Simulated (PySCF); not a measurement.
Field gradients from PBE0/pcSseg-1 densities (PySCF, non-relativistic) at GFN2-xTB geometries, isolated species, one conformer each; χzz is the principal value of largest magnitude, with Q(14N) = 0.02044 b, Q(17O) = −0.0256 b. GFN2-xTB bond lengths can be off by several hundredths of an ångström, more for odd bonds, and the gradients follow them. With so small a basis the couplings can be 20 % off.

(1) Rank these 14N sites by the size of the quadrupole coupling, smallest first.
A. N4 (hydrazine nitrogen) in `[CH3:1][CH2:2][CH2:3][N:4]([CH3:5])[NH:6][CH2:7][CH3:8]`
B. N9 (pyrrole-type nitrogen) in `[F:1][CH:2]([F:3])[O:4][c:5]1[n:6][cH:7][cH:8][n:9]1[SiH3:10]`
C. The amide nitrogen of `NC(=O)C#CC(F)=C(F)F`
D. N7 (primary amine nitrogen) in `[CH:1]#[C:2][SiH2:3][NH:4][CH:5]([CH2:6][NH2:7])[CH2:8][NH2:9]`
E. N5 (hydrazine nitrogen) in `[CH3:1][CH2:2][C@@H:3]([CH3:4])[N:5]([CH3:6])[NH:7][CH3:8]`
F. N4 (pyridine-type nitrogen) in `[CH:1]#[C:2][c:3]1[n:4][n:5]([CH2:6][CH3:7])[n:8][c:9]1[F:10]`

(2) These 17O couplings (χzz in MHz, η) are listed in rising order: (-11.08, 0.73); (-10.39, 0.26); (-7.623, 0.24); (9.603, 0.05). Assign them to: O8 (sulfonyl oxygen) in `[CH3:1][O:2][CH2:3][C@@:4]([CH3:5])([F:6])[S:7](=[O:8])(=[O:9])[Cl:10]`; the amide oxygen of `NC(=O)C#CC(F)=C(F)F`; O2 (ester single-bonded oxygen) in `[CH3:1][O:2][C:3](=[O:4])[C@@H:5]1[O:6][CH:7]=[CH:8][CH2:9][C@H:10]1[Cl:11]`; the aryl ether oxygen of `FC(F)Oc1nccn1[SiH3]`.

Answers

(1) B (2.347 MHz), C (4.647 MHz), F (5.048 MHz), D (5.546 MHz), A (6.907 MHz), E (7.227 MHz).

(2) -11.08 MHz, η 0.73: the aryl ether oxygen of `FC(F)Oc1nccn1[SiH3]`; -10.39 MHz, η 0.26: O2 (ester single-bonded oxygen) in `[CH3:1][O:2][C:3](=[O:4])[C@@H:5]1[O:6][CH:7]=[CH:8][CH2:9][C@H:10]1[Cl:11]`; -7.623 MHz, η 0.24: O8 (sulfonyl oxygen) in `[CH3:1][O:2][CH2:3][C@@:4]([CH3:5])([F:6])[S:7](=[O:8])(=[O:9])[Cl:10]`; 9.603 MHz, η 0.05: the amide oxygen of `NC(=O)C#CC(F)=C(F)F`.

All sites together:

| nucleus | site | Vzz (au) | η | χzz (MHz) |
| --- | --- | --- | --- | --- |
| 14N | the amide nitrogen of NC(=O)C#CC(F)=C(F)F | -0.968 | 0.07 | -4.647 |
| 14N | N5 (hydrazine nitrogen) in [CH3:1][CH2:2][C@@H:3]([CH3:4])[N:5]([CH3:6])[NH:7][CH3:8] | -1.505 | 0.31 | -7.227 |
| 14N | N4 (pyridine-type nitrogen) in [CH:1]#[C:2][c:3]1[n:4][n:5]([CH2:6][CH3:7])[n:8][c:9]1[F:10] | -1.051 | 0.38 | -5.048 |
| 14N | N7 (primary amine nitrogen) in [CH:1]#[C:2][SiH2:3][NH:4][CH:5]([CH2:6][NH2:7])[CH2:8][NH2:9] | -1.155 | 0.11 | -5.546 |
| 14N | N4 (hydrazine nitrogen) in [CH3:1][CH2:2][CH2:3][N:4]([CH3:5])[NH:6][CH2:7][CH3:8] | -1.438 | 0.35 | -6.907 |
| 14N | N9 (pyrrole-type nitrogen) in [F:1][CH:2]([F:3])[O:4][c:5]1[n:6][cH:7][cH:8][n:9]1[SiH3:10] | -0.489 | 0.70 | -2.347 |
| 17O | O8 (sulfonyl oxygen) in [CH3:1][O:2][CH2:3][C@@:4]([CH3:5])([F:6])[S:7](=[O:8])(=[O:9])[Cl:10] | 1.267 | 0.24 | -7.623 |
| 17O | the amide oxygen of NC(=O)C#CC(F)=C(F)F | -1.596 | 0.05 | 9.603 |
| 17O | O2 (ester single-bonded oxygen) in [CH3:1][O:2][C:3](=[O:4])[C@@H:5]1[O:6][CH:7]=[CH:8][CH2:9][C@H:10]1[Cl:11] | 1.727 | 0.26 | -10.39 |
| 17O | the aryl ether oxygen of FC(F)Oc1nccn1[SiH3] | 1.841 | 0.73 | -11.08 |
